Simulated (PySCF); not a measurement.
# Electronic structure of Cu+ (copper, charge +1) at the UHF level

Configuration: [Ar] 3d10, closed-shell 1S. Computed with PySCF 2.14 in aug-cc-pVQZ-PP with ECP10MDF (7s7p6d4f3g2h, 135 functions), with a scalar-relativistic core potential.

| Quantity | Value |
| --- | --- |
| Total energy | -195.935030 hartree |
| One-electron energy | -350.3070 hartree |
| Hartree (Coulomb) energy | 172.2557 hartree |
| Exchange energy | -17.8837 hartree |
| ⟨S²⟩ | 0.0000 |
| ⟨L²⟩ | 0.000 |
| Sum of ⟨r⟩ | 15.83 bohr |
| Sum of ⟨r²⟩ | 18.11 bohr² |
| Time after the integrals | about 6 core-seconds |

```json
{"shell": "3s", "electrons": "2", "mean orbital energy (hartree)": "-5.53675", "rms radius, mean of both spins (bohr)": "0.769"}
{"shell": "3p", "electrons": "6", "mean orbital energy (hartree)": "-3.74346", "rms radius, mean of both spins (bohr)": "0.818"}
{"shell": "3d", "electrons": "10", "mean orbital energy (hartree)": "-0.80288", "rms radius, mean of both spins (bohr)": "1.14"}
```

Energies and moments cover only the electrons outside the core potential.
